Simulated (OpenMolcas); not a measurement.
## Co6+, Rh6+, Ir6+: d³ down the group

```
Program             : OpenMolcas 26.06
Method              : SS-CASPT2, IPEA 0.25 Eh, imaginary shift 0.1 Eh
Basis               : ANO-RCC-VQZP
Scalar Hamiltonian  : DKH2, point nucleus
Spin-orbit coupling : state interaction with AMFI integrals over the reference wave functions, term energies averaged over their components
```

Active space for each ion: 3 electrons in 10 orbitals (d d); closed shells correlated by CASPT2: Co6+ 3s 3p; Rh6+ 4s 4p; Ir6+ 5s 5p.

Computed levels in cm-1 above ⁴F_3/2:

```csv
Level,Co6+,Rh6+,Ir6+
⁴F_5/2,731,1809,7980
⁴F_7/2,1707,3950,13930
⁴F_9/2,2890,6210,17510
⁴P_1/2,21940,15030,19560
⁴P_5/2,23130,17820,29330
²G_7/2,23740,17590,27070
²G_9/2,24710,18790,44070
²P_3/2,30200,27810,47670
²P_1/2,30510,22600,34160
weight of ⁴F in the lowest level (%),100,97,80
```

Mixed levels, with the weight of the term that names them: Co6+ ²P_3/2 (58 %), Rh6+ ²G_9/2 (68 %), Rh6+ ²P_3/2 (53 %), Ir6+ ⁴F_9/2 (51 %), Ir6+ ⁴P_1/2 (67 %), Ir6+ ²G_9/2 (58 %), Ir6+ ²P_3/2 (56 %), Ir6+ ²P_1/2 (67 %).

Measured, with the error of the calculation in %. Measured levels: Co6+ from Sugar and Corliss, J. Phys. Chem. Ref. Data 10, 1097 (1981).

```tsv
Level	Co6+
⁴F_5/2	698 (+4.8)
⁴F_7/2	1610 (+6.0)
⁴F_9/2	2723 (+6.0)
⁴P_1/2	21096 (+4.0)
⁴P_5/2	22187 (+4.3)
```

The fine-structure level ⁴F_9/2 changes by a factor of 6.06 from Co6+ to Ir6+.

Without spin-orbit coupling ⁴P lies 21030, 13080, 12560 cm-1 above ⁴F in that order; the difference to the level ⁴P_1/2, of either sign, comes from spin-orbit coupling, which also lowers the zero.

Term energies are means over components that CASPT2 splits; among the terms shown or strongly mixed into the levels shown the widest spread is 740 cm-1 (4d³ ⁴F, Rh6+). Active for correlation alone: 4d; no level in the range computed is led by a configuration that fills it, so any true level of that kind is missing (holds for Co6+). Active for correlation alone: 5d; no level in the range computed is led by a configuration that fills it, so any true level of that kind is missing (holds for Rh6+). Active for correlation alone: 6d; no level in the range computed is led by a configuration that fills it, so any true level of that kind is missing (holds for Ir6+). Computed and measured levels are paired by configuration, term and J; levels that our copy of the source lacks, or whose pairing is in doubt (as where it misses far off the trend of its configuration), stay unpaired and out of the deviations. Levels of configurations outside the active space are missing.
